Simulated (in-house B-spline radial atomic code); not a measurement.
## wB97X excitations of Cr VII (Cr6+)

Method: wB97X. Computed with a B-spline radial code for spherical atoms: linear response of the closed shell [Ne] 3s2 3p6 with the functional's adiabatic kernel; scalar-relativistic (spin-free one-electron X2C), finite nucleus, no spin-orbit coupling, no double excitations, S, P, D and F terms only. Only terms of natural parity with L up to 3 were computed.

Command:
```bash
python run_td.py task.json out
```
Settings (radii: box in bohr, nucleus in fm):
```
Z                        24
electrons                18
configuration            [Ne] 3s2 3p6
hamiltonian              x2c
method                   wb97x
box_radius               14.35
rms_radius               3.6452
intervals                71
```

Run time, properties included: 0.8 s on 1 thread of Intel(R) Xeon(R) Platinum 8488C (Sapphire Rapids), with other jobs on the host.

The lowest states, in the order of their Tamm-Dancoff energies; the method's threshold (minus the highest occupied level) is 154.27 eV. Labels give the largest channel, * marks a mixed state, and oscillator strengths are full-response dipole values. Semilocal kernels can invert the small singlet-triplet splittings of Rydberg terms. Energies in eV:

| state | full response | Tamm-Dancoff | oscillator strength |
| --- | --- | --- | --- |
| 3p → 3d 3P | 43.12 | 43.26 | - |
| 3p → 3d 3F | 43.89 | 44.07 | - |
| 3p → 3d 1F | 47.53 | 47.54 | - |
| 3p → 3d 1P | 61.14 | 63.86 | 3.48 |
| 3s → 3d 3D | 76.07 | 76.13 | - |
| 3s → 3d 1D | 80.81 | 80.94 | - |
| 3p → 4s 3P | ? | ? | - |
| 3p → 4s 1P | 83.44 | 83.51 | 0.277 |
| 3p → 4p 3S | 90.57 | 90.63 | - |
| 3p → 4p 3D | 91.54 | 91.56 | - |
| 3p → 4p 1D | 91.98 | 92.00 | - |
| 3p → 4p 1S | 95.50 | 95.75 | - |
| 3p → 4d 3P | 104.31 | 104.33 | - |
| 3p → 4d 3F | 104.57 | 104.58 | - |
| 3p → 4d 1F | 104.90 | 104.91 | - |
| 3p → 4d 1P | 105.68 | 105.80 | 0.187 |
| 3p → 5s 3P | 113.66 | 113.67 | - |
| 3p → 5s 1P | 114.02 | 114.03 | 0.0759 |
| 3p → 4f 3D | 114.23 | 114.24 | - |
| 3s → 4s 3S | 114.26 | 114.28 | - |
| 3p → 4f 1D | 115.02 | 115.05 | - |
| 3s → 4s 1S | ? | ? | - |

Question: Where does 3s → 4s 1S lie?

Answer: At 115.66 eV in full response, 115.70 eV in Tamm-Dancoff.

Question: Where does 3p → 4s 3P lie?

Answer: At 82.69 eV in full response, 82.72 eV in Tamm-Dancoff.

Question: How large is the singlet-triplet splitting of 3p → 3d (F terms) in Tamm-Dancoff?

Answer: 3.48 eV, from the unrounded values.

Question: What polarisabilities and dispersion coefficient does the method give?

Answer: Dipole 0.8078 bohr³, quadrupole 0.699 bohr⁵, C6 1.243 hartree·bohr⁶ for two such species.
